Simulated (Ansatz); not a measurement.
`[PH2][GeH2][SH]` + HCl → `[SH][GeH2][Cl]` + PH₃ at 500 K and 1 bar (cleavage of the Ge–P bond).

Computed with Ansatz on PBE0-D4/def2-TZVP structures; ΔE is electronic, products minus reactants. CCSD(T)/CBS adds triple-zeta CCSD(T) − MP2 to the extrapolated MP2 energy (def2 sets, frozen cores). This one scheme is used for every species. For Ge outer-core shells are correlated without core-valence functions, which leaves a few kJ/mol of doubt a bond. Scalar relativity is left out up to krypton. Each species was taken in one conformer, which may not be the lowest.

```json
{"species": "`[PH2][GeH2][SH]`", "CCSD(T)/CBS energy (Eh)": "-2817.85197", "H − E (kJ/mol)": "154.7", "S (J/(mol·K))": "396.8"}
{"species": "HCl", "CCSD(T)/CBS energy (Eh)": "-460.38127", "H − E (kJ/mol)": "32.5", "S (J/(mol·K))": "201.9"}
{"species": "`[SH][GeH2][Cl]`", "CCSD(T)/CBS energy (Eh)": "-2935.52817", "H − E (kJ/mol)": "104.5", "S (J/(mol·K))": "364.3"}
{"species": "PH₃", "CCSD(T)/CBS energy (Eh)": "-342.72256", "H − E (kJ/mol)": "81.5", "S (J/(mol·K))": "231.4"}
```

H − E and S are ideal-gas, rigid-rotor, harmonic terms from PBE0-D4/def2-TZVP, for one conformer and one mirror image of each species. 1 Eh = 2625.50 kJ/mol, R = 8.31446 J/(mol·K).

By hand: ΔE, ΔH, ΔS and ΔG.

ΔE = (-2935.52817) + (-342.72256) − (-2817.85197) − (-460.38127) = -0.01749 Eh = -45.9 kJ/mol. Δ(H − E) = 104.5 + 81.5 − 154.7 − 32.5 = -1.2, so ΔH = -47.1 kJ/mol. ΔS = 364.3 + 231.4 − 396.8 − 201.9 = -3.0 J/(mol·K). ΔG = -47.1 − 500 × (-3.0)/1000 = -45.6 kJ/mol.

By hand: the equilibrium constant, and the temperature at which ΔG would vanish if ΔH and ΔS stayed fixed.

log₁₀ K = −ΔG/(RT ln 10) = 4.8. ΔG = 0 at ΔH/ΔS = 15700 K, far beyond where these terms or the molecules hold.

The number of gas molecules stays the same, so ΔS is small and ΔH decides. A doubt of 5 kJ/mol in ΔE shifts log₁₀ K by 0.5 here. Other conformers and mirror images would add mixing entropy, several J/(mol·K) or more a flexible species. These are equilibria of isolated gas molecules and say nothing of rates. Largest T1 diagnostic: 0.013 (customary marks: 0.02 for closed shells, 0.045 for open ones).
